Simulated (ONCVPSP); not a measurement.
**Mn: excitation energies, all-electron against ONCV**

ONCVPSP 4.0.1 input, shortened (lines: element, Z, core and valence counts, functional; n l f; lmax; l rc ep ncon nbas qcut; lloc lpopt rc5 dvloc0; l nproj debl; icmod fcfact rcfact), LDA (Perdew-Wang 92), scalar-relativistic:

```
  Mn 25.00    4    3  -001012      upf
    1    0    2.00
    2    0    2.00
    2    1    6.00
    3    0    2.00
    3    1    6.00
    3    2    5.00
    4    0    2.00
    2
    0    2.65    0.00    4    8    2.40
    1    1.00    0.00    3    7    6.70
    2    1.80    0.00    5   10    9.60
    4    5    0.80    0.00
    0    2    1.80
    1    1    3.10
    2    2    3.00
    0    0.00    0.00
```

Energies are relative to the spin-unpolarised reference configuration 3p6 3d5 4s2; without spin polarisation the order of configurations can differ from experiment.

```tsv
valence configuration	charge	ΔE all-electron (eV)	error AE − PS (meV)
3p6 3d4 4s0	+3	57.332	+24
3p6 3d5.5 4s1.5	0	-0.509	+4.4
```

What are ΔE and the potential's error for 3p6 3d5 4s1?

ΔE = 8.647 eV all-electron; the error (AE − PS) is -4.2 meV.

What are ΔE and the potential's error for 3p6 3d5 4s0?

ΔE = 24.516 eV all-electron; the error (AE − PS) is -28 meV.

Levels in the configuration 3p6 3d5.5 4s1.5:

| level | all-electron (eV) | pseudo (eV) |
| --- | --- | --- |
| 3p | -52.239 | -52.204 |
| 3d | -5.128 | -5.145 |
| 4s | -4.773 | -4.774 |

Note: ghosts flagged at negative energy: s at -134.1 eV; no localised positive-energy state flagged. A true bound ghost makes a file unfit for plane-wave use.
